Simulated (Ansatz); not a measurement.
System: BHSF, charge 0, doublet. BHSF (SMILES F[B]S, doublet).
B3LYP-D3(BJ)/def2-TZVP minimum from Ansatz (a first-principles code):
```
B
F 1 1.3109
S 1 1.7999 2 122.27
H 3 1.3423 1 95.10 2 180.00
```
Charge 0, spin multiplicity 2.

Hartree-Fock and CCSD(T) correlation energies in hartree (Ansatz). Radicals and triplets start from unrestricted determinants; spin-orbit coupling is neglected. Correlated methods leave the cores frozen. No relativity.

| basis | X | E(HF) | E(corr, CCSD(T)) |
|---|---|---|---|
| cc-pV(T+d)Z | 3 | -522.32905 | -0.54147 |
| cc-pV(Q+d)Z | 4 | -522.34262 | -0.58383 |
| cc-pV(5+d)Z | 5 | -522.34581 | withheld |

Fit E(corr) = E∞ + A/X³ to X = 3 and 4, predict X = 5, and compare with the run.

A = (-0.54147 - (-0.58383))/(1/27 - 1/64) = 1.9783; E∞ = -0.58383 - A/64 = -0.61474; at X = 5, E∞ + A/125 = -0.59891. The run gave -0.59883, 0.08 mEh above the prediction. The same form on X = 4 and 5 gives E∞ = -0.61457, 0.17 mEh above the first estimate.
